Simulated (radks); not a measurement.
Valence configurations of Ti+ (all share [Ar]). All-electron calculation, Dirac Kohn-Sham, PBE, spin-unpolarised, spherical densities, finite nucleus; open shells fill j = l - 1/2 first; Fermi nuclear charge, rms radius 3.5921 fm. Program: a radial shooting solver on a logarithmic mesh with Libxc functionals. Energies are relative to 3d2 4s1; eigenvalues in eV.

valence,E (eV),e(3d3/2),e(4p1/2),e(4s1/2)
3d2 4s1,0.000,-11.384,-,-10.347
3d1.5 4s1.5,0.845,-13.509,-,-11.127
3d2 4s0.5 4p0.5,1.864,-11.933,-6.939,-10.683
3d1 4s2,2.421,-15.895,-,-11.933
3d1.5 4s1 4p0.5,2.819,-14.060,-7.484,-11.450
3d2 4p1,3.743,-12.472,-7.236,-
3d1 4s1 4p1,6.621,-16.979,-8.306,-12.539
3d0.5 4s1.5 4p1,9.286,-19.583,-8.854,-13.329
3d1 4p2,10.884,-18.020,-8.803,-
4s2 4p1,12.908,-,-9.404,-14.123

NIST lists [Ar] 3d2 4s1 as the ground configuration; this level of theory agrees among the configurations tried. The energies are those of spherical spin-averaged densities, not of single terms.
